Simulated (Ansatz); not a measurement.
BClF₂H₂OSi, SMILES `OB[Si](F)(F)Cl`, charge 0, multiplicity 1.

(1) Give a relaxed structure at PBE0-D4/def2-TZVP (Ansatz). (Estimate.)

Answers

(1) The calculation gave: 
Cartesian coordinates in Å:
```
O -0.819 -0.305 -1.633
B 0.003 -0.652 -0.629
Si 0.101 0.564 0.978
F 0.007 -0.262 2.330
F -1.051 1.649 1.041
Cl 1.882 1.557 0.992
H -0.803 -0.909 -2.382
H 0.681 -1.642 -0.697
```
